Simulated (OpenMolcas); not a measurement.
A calculation on Au2+.

```
Program             : OpenMolcas
Method              : SS-CASPT2, IPEA 0.25 Eh, imaginary shift 0.1 Eh (closed shells correlated: 5s 5p)
Basis               : ANO-RCC-VTZP [8s7p5d3f1g]
Scalar Hamiltonian  : DKH2, point nucleus
Active space        : 9 electrons in 6 orbitals (5d 6s)
State averaging     : 2S+1 = 4 even, 20 roots (17 in the spin-orbit step); 2S+1 = 2 even, 30 roots
Spin-orbit coupling : RASSI with atomic mean-field integrals over the reference wave functions, term energies averaged over their components
```

**Question.** Which level of the active space comes out lowest?

**Answer.** 5d9 2D 5/2, with 100 % of that term; it is also the measured ground level.

**Question.** How high does 5d8 6s 4F 9/2 lie?

**Answer.** 27760 cm-1 above the lowest level; measured 29754 cm-1 above the ground level, so the calculation is off by -7 %.

**Question.** How high does 5d9 2D 3/2 lie?

**Answer.** 13190 cm-1 above the lowest level; measured 12694 cm-1 above the ground level, so the calculation is off by +4 %.

**Question.** How high does 5d8 6s 4F 5/2 [69 %] lie?

**Answer.** 42620 cm-1 above the lowest level; measured 44426 cm-1 above the ground level, so the calculation is off by -4 %.

**Question.** The level at 36870 cm-1 has J = 5/2. What is it made of, and what is its g factor?

**Answer.** 40 % 5d8 6s 2D 5/2, 39 % 5d8 6s 4P, 19 % 5d8 6s 4F; g = 1.317, against 1.200 from Landé's formula for the pure leading term.

Measured values: Iglesias, J. Res. Natl. Bur. Stand. 64A, 481 (1960).

Term energies are means over components that CASPT2 splits; among the terms shown or strongly mixed into the levels shown the widest spread is 530 cm-1 (5d8 6s 4F). Some high roots are left out of the spin-orbit mixing, which shifts the levels that they would mix with. A single d shell beside an s shell can misplace configurations of different d count against each other. Computed and measured levels are paired by configuration, term and J; levels that our copy of the source lacks, or whose pairing is in doubt (as where it misses far off the trend of its configuration), stay unpaired and out of the deviations. Only configurations of the active space appear.

A share in square brackets marks a mixed level and gives the weight of the term that names it.
